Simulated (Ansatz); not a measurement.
C4H9Al: where a starting geometry ends

The starting geometry of this gas-phase singlet was optimised with GFN2-xTB; its bonds are those of `C=C(C)[CH2][AlH2]`.

```tsv
atom	x (Å)	y (Å)	z (Å)
C	1.5464	-0.4827	1.0733
C	0.9280	-1.6270	0.8132
C	-0.1241	-2.1956	1.7155
C	1.1792	-2.4394	-0.4239
Al	-0.3952	-2.2085	-1.6442
H	1.3277	0.0948	1.9557
H	2.2974	-0.0791	0.4146
H	-0.3489	-1.5249	2.5410
H	-1.0351	-2.3707	1.1318
H	0.1978	-3.1543	2.1234
H	1.3498	-3.4865	-0.1323
H	2.0998	-2.0981	-0.9201
H	-1.8779	-2.2802	-1.1965
H	-0.2278	-1.8773	-3.1486
```

Where would you expect an optimisation with PBE0-D3(BJ)/def2-SVP to take it?

New bonds form, giving a structure given below by its coordinates. Contacts that close: C1–Al5 (3.76 → 2.24 Å), C2–Al5 (2.85 → 2.18 Å).

The energy falls by 0.45 eV over 28 steps:

```
step  E − E(last) (eV)
   1             0.450
   4             0.323
   7             0.259
  10             0.119
  13             0.017
  16             0.003
  19             0.000
  22             0.000
  25             0.000
  28             0.000
```

Final geometry (Å):

```xyz
14

C     1.0556   -0.5420    0.4450
C     0.8660   -1.9048    0.6866
C     0.0017   -2.3369    1.8356
C     1.1954   -2.8756   -0.3144
Al   -0.1030   -1.4964   -1.2195
H     0.6831    0.1983    1.1556
H     1.8480   -0.2121   -0.2359
H    -0.5329   -1.4944    2.2934
H    -0.7267   -3.1009    1.5276
H     0.6540   -2.7922    2.5984
H     0.9716   -3.9247   -0.1064
H     2.1023   -2.7056   -0.9077
H    -1.6556   -1.6585   -0.9314
H     0.5575   -0.8836   -2.5239
```

Frequencies at the end are all real (lowest 66 cm⁻¹). Run with Ansatz 0.2.0, 92 s on 2 threads of Intel(R) Xeon(R) Platinum 8488C (Sapphire Rapids) (shared host).
